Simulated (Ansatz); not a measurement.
Relaxation of CH₅B₂FO₂ (11 atoms, charge 0, multiplicity 1), to a largest force component of 0.02 eV/Å in at most 40 steps.

Method: Ansatz, RKS PBE0/STO-3G.

```xyz
11
Properties=species:S:1:pos:R:3:forces:R:3
B -1.778 -0.365 -0.768 -2.66 1.46 -0.51
B -0.790 0.659 0.063 -0.97 1.23 0.70
C 0.681 0.217 0.339 2.92 1.18 1.36
O 0.775 -0.961 1.097 -6.75 -1.54 -0.16
O 1.374 0.003 -0.887 -1.50 0.53 -2.60
F 1.344 1.239 1.068 0.50 0.23 0.03
H -2.909 0.033 -0.978 1.00 -0.85 0.06
H -1.421 -1.353 -1.184 0.28 -1.42 -0.55
H -1.171 1.725 0.495 0.53 -0.89 -0.38
H 1.637 -1.136 1.414 5.08 0.08 1.31
H 2.323 -0.117 -0.638 1.57 -0.03 0.73
```

Q: Where does it end, and by what steps?

A: The run converged. The force dipped under the threshold on the way, but the program's further checks kept it going. Limits of this set-up: minimal basis. After 21 steps the energy has fallen by 2.731 eV; H10 moved furthest, 1.21 Å. Joined: B2–O4.

```tsv
step	energy less start (eV)	largest force component (eV/Å)	accepted
0	0.0000	6.747	yes
1	-0.6619	1.167	yes
2	-0.7472	1.000	yes
3	-0.8627	0.490	yes
4	-0.9626	0.827	yes
5	-1.1169	0.778	yes
6	-1.3555	0.567	yes
7	-1.5736	0.880	yes
8	-1.8677	1.065	yes
9	-2.2811	1.287	yes
10	-2.5647	1.833	yes
11	-2.6714	1.274	yes
12	-2.6625	0.906	no
13	-2.7189	0.336	yes
14	-2.7274	0.112	yes
15	-2.7232	0.463	no
16	-2.7303	0.047	yes
17	-2.7302	0.048	no
18	-2.7306	0.019	yes
19	-2.7306	0.064	no
20	-2.7308	0.016	yes
21	-2.7310	0.007	yes
```

```xyz
11
Properties=species:S:1:pos:R:3
B -1.702 -0.404 -0.714
B -0.644 0.212 0.391
C 0.861 0.468 0.002
O 0.486 -0.802 0.938
O 1.437 0.032 -1.198
F 1.740 1.231 0.733
H -2.298 0.312 -1.431
H -1.930 -1.552 -0.832
H -1.059 0.891 1.253
H 0.733 -0.475 1.873
H 2.441 0.030 -0.994
```

Time of the run: 60 s on 1 thread of Arm Neoverse V1, with other jobs on the host, peak memory 0.14 GiB.
